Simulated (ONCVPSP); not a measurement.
**Transferability test, ONCV potential for Ge (Z = 32)**

- Element: Ge
- Generator: ONCVPSP 4.0.1
- Type: optimised norm-conserving Vanderbilt (ONCV)
- Functional: LDA (Perdew-Zunger)
- Relativity: scalar-relativistic
- Frozen core: [Ne]
- Valence charge: 22
- Reference configuration: 3s2 3p6 3d10 4s2 4p2
- Partial waves: 3s+4s: rc 1.15 bohr, ncon 3, nbas 6, qcut 12.8 1/bohr, 2 projectors; 3p+4p: rc 1.00 bohr, ncon 3, nbas 6, qcut 16.9 1/bohr, 2 projectors; 3d: rc 0.90 bohr, ncon 4, nbas 8, qcut 21.1 1/bohr, 2 projectors, debl 0.4 Ha
- Local potential: polynomial inside 0.85 bohr (lpopt 5, dvloc0 6 Ha)
- Core correction: Teter function, fcfact 1.75, rcfact 1.45

In the d channel the program set the typed energies aside and used -1.086, 0.250 Ha.

Energies are relative to the spin-unpolarised reference configuration 3s2 3p6 3d10 4s2 4p2; without spin polarisation the order of configurations can differ from experiment.

```
valence configuration  charge  ΔE all-electron (eV)  error AE − PS (meV)
 3s2 3p6 3d10 4s2 4p1      +1                 7.636                 -0.5
 3s2 3p6 3d10 4s2 4p0      +2                23.352                 -1.9
 3s2 3p6 3d10 4s1 4p0      +3                58.570                 -4.2
```

Task: What are ΔE and the potential's error for 3s2 3p6 3d9 4s2 4p2?

Result: ΔE = 38.946 eV all-electron; the error (AE − PS) is +21 meV.

Levels in the configuration 3s2 3p6 3d10 4s2 4p0:

| level | all-electron (eV) | pseudo (eV) |
| --- | --- | --- |
| 3s | -187.805 | -187.796 |
| 3p | -135.448 | -135.444 |
| 3d | -49.543 | -49.545 |
| 4s | -29.635 | -29.634 |
